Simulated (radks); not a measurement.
Species: La V. Configuration: [Kr] 4d10 5s2 5p5.

Calculated with a radial shooting solver on a logarithmic mesh with Libxc functionals: Dirac Kohn-Sham, XLYP, spin-unpolarised, spherical densities, finite nucleus; open shells fill j = l - 1/2 first; Fermi nuclear charge, rms radius 4.855 fm.

Energy parts (eV):
| part | energy |
|---|---|
| total | -231171.01 |
| kinetic | 247390.65 |
| electron-nucleus | -560376.61 |
| Hartree | 87370.42 |
| exchange-correlation | -5555.47 |

Orbitals (lengths in bohr, moments of r in powers of bohr; <r^-3> diverges for s and p1/2; r(max) is where P^2 peaks):
| orbital | occ. | eigenvalue (eV) | <r^-3> | r(max) | <r^4> | <r^2> | small-component weight |
|---|---|---|---|---|---|---|---|
| 1s1/2 | 2 | -38762.18 | - | 0.01607 | 1.918e-06 | 0.0008536 | 4.44e-02 |
| 2s1/2 | 2 | -6200.245 | - | 0.09108 | 0.0003176 | 0.01356 | 9.62e-03 |
| 2p1/2 | 2 | -5850.259 | - | 0.06949 | 0.0002004 | 0.009957 | 9.66e-03 |
| 2p3/2 | 4 | -5436.900 | 6685 | 0.07465 | 0.0002479 | 0.01122 | 9.09e-03 |
| 3s1/2 | 2 | -1355.733 | - | 0.2606 | 0.01308 | 0.09285 | 2.93e-03 |
| 3p1/2 | 2 | -1208.095 | - | 0.2472 | 0.01223 | 0.08769 | 2.87e-03 |
| 3p3/2 | 4 | -1127.542 | 1336 | 0.2585 | 0.01437 | 0.09532 | 2.71e-03 |
| 3d3/2 | 4 | -868.7472 | 218.1 | 0.2082 | 0.01113 | 0.07844 | 2.59e-03 |
| 3d5/2 | 6 | -851.5098 | 199.1 | 0.2114 | 0.01171 | 0.08062 | 2.55e-03 |
| 4s1/2 | 2 | -303.5127 | - | 0.6083 | 0.3385 | 0.4824 | 8.97e-04 |
| 4p1/2 | 2 | -249.1668 | - | 0.6187 | 0.3994 | 0.5167 | 8.33e-04 |
| 4p3/2 | 4 | -231.9744 | 286.2 | 0.6428 | 0.4665 | 0.5586 | 7.83e-04 |
| 4d3/2 | 4 | -142.8206 | 38.60 | 0.6667 | 0.7286 | 0.6702 | 6.43e-04 |
| 4d5/2 | 6 | -139.8295 | 34.92 | 0.6746 | 0.7653 | 0.6869 | 6.30e-04 |
| 5s1/2 | 2 | -74.2322 | - | 1.392 | 9.455 | 2.567 | 2.14e-04 |
| 5p1/2 | 2 | -58.7176 | - | 1.509 | 14.28 | 3.123 | 1.78e-04 |
| 5p3/2 | 3 | -55.8659 | 47.51 | 1.568 | 16.58 | 3.368 | 1.67e-04 |

The highest occupied level is 5p3/2 at -55.866 eV. Summed over all electrons, <r^2> = 34.15 bohr^2, which gives a Langevin (diamagnetic) susceptibility term of -27 x 10^-6 cm^3/mol. The electron density at the nucleus is 3.519e+05 e/bohr^3. The density falls to 0.001 e/bohr^3 at r = 3.36 bohr. For comparison, the ionisation energy in NIST's Atomic Spectra Database is 62 eV (semi-empirical). In exact Kohn-Sham theory the highest level is minus the ionisation energy, but local and semilocal functionals leave it too shallow, through self-interaction and a potential that decays too fast; potentials with the right tail come closer.

Beside tabulated values, note that spin-unpolarised runs miss the spin-polarisation part of the exchange energy of open shells.
